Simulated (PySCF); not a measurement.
**How methods differ on the ionisation energy of Pm¹⁷⁺**

Pm¹⁷⁺ [Kr] 4d8 (3F) → Pm¹⁸⁺ [Kr] 4d7 (4F), as a difference of total energies. All numbers are calculated (PySCF 2.14, scalar relativity by spin-free X2C-1e, in an even-tempered Gaussian basis (20 s from 0.86 bohr⁻², ratio 2.5; 15 p from 1.1 bohr⁻², ratio 2.5; 10 d from 1.1 bohr⁻², ratio 2.5; 4 f from 6.7 bohr⁻², ratio 2.7; 4 g from 10 bohr⁻², ratio 2.7)). Correlated levels: outer shells: [Ar] 3d10 frozen; virtual orbitals above 40 to 60 times the deepest correlated orbital energy dropped. The calculations carry no spin-orbit coupling.

| method | ionisation energy (eV) |
| --- | --- |
| UHF | 498.85 |
| LDA | 500.74 |
| PBE | 500.48 |
| PBE0 | 500.58 |
| r2SCAN | 500.92 |
| MP2 (outer shells) | 499.70 |
| SCS-MP2 (outer shells) | 499.63 |

Question: How much does correlation contribute at MP2 (outer shells)?

Answer: 499.70 − (498.85) = 0.85 eV, measured against UHF.

Spin-orbit coupling is strong in these open shells (close to jj coupling). The scalar numbers leave it out and a first-order estimate fails, so it can dominate the gap to the real levels.

Breit and QED terms and the two-electron picture change are absent.

For comparison: 497 ± 3 eV (theoretical estimate listed by NIST; NIST Atomic Spectra Database, ionization energies).
